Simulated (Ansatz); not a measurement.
CH$_{6}$BGeNO, SMILES `OB/C=[N]/[GeH3]`. Charge 0, multiplicity 1. Geometry: relaxed with PBE0-D4/def2-TZVP. It is one conformer, not always the lowest.

```xyz
11

O     0.137   -2.896   -0.330
B     0.471   -1.812    0.404
C    -0.028   -0.415   -0.124
N     0.254    0.642    0.525
Ge   -0.339    2.297   -0.102
H     0.464   -3.723    0.033
H     1.115   -1.905    1.410
H    -0.619   -0.391   -1.061
H    -1.139    2.116   -1.412
H    -1.217    2.917    0.994
H     0.901    3.171   -0.336
```

What is the dipole moment at r2SCAN/def2-TZVPP? (Estimate.)

Computed: 1.55 D, with components (-0.09, -1.49, -0.43) D in this frame, pointing from negative to positive charge.

And with PBE, B3LYP, ωB97M-V? (Estimate.)

Computed: PBE 1.58 D, B3LYP 1.52 D, ωB97M-V 1.53 D.

Give the Mulliken charges with r2SCAN, B3LYP, PBE in def2-TZVPP. (Estimate.)

Computed: 
| atom | r2SCAN | B3LYP | PBE |
| --- | --- | --- | --- |
| O1 | -0.29 | -0.26 | -0.22 |
| B2 | 0.20 | 0.13 | 0.11 |
| C3 | -0.02 | -0.07 | -0.07 |
| N4 | -0.32 | -0.27 | -0.23 |
| Ge5 | 0.27 | 0.24 | 0.21 |
| H6 | 0.22 | 0.21 | 0.21 |
| H7 | -0.03 | -0.01 | -0.03 |
| H8 | 0.06 | 0.09 | 0.07 |
| H9 | -0.04 | -0.04 | -0.04 |
| H10 | -0.02 | -0.01 | -0.01 |
| H11 | -0.02 | -0.01 | -0.01 |

B3LYP here is the variant with VWN-RPA as its local correlation; programs differ in this.
